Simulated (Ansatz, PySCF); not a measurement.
CH4AlFOS, SMILES C[S][Al]([OH])[F].

Geometry optimised at PBE-D3(BJ)/def2-SVP. One conformer was computed; it need not be the lowest.

Vertical ionisation energy (IE) and electron affinity (EA) in eV. Rows of orbital energies are one-electron estimates. Where ΔSCF, EOM or ADC give a negative EA the extra electron is unbound and the value depends on the basis.

| level | IE | EA |
|---|---|---|
| −ε(HOMO), −ε(LUMO), CAM-B3LYP/def2-TZVP (PySCF) | 8.60 | -0.10 |
| −ε(HOMO), −ε(LUMO), PBE/def2-TZVP (PySCF) | 6.09 | 1.63 |
| ΔSCF, PBE0/def2-SVPD (Ansatz), final states of multiplicity 2 and 2 | 9.61 | -0.21 |
| ΔSCF, PBE/def2-SVPD (Ansatz), final states of multiplicity 2 and 2 | 9.45 | -0.06 |

**Question.** What vertical singlet–triplet gap does ΔSCF give with PBE0/def2-SVPD (Ansatz, an electronic-structure program) and with PBE/def2-SVPD (Ansatz)? (Estimate from the structure and the level; the computed values follow.)

**Answer.** 5.03 and 4.73 eV (triplet above singlet where positive).
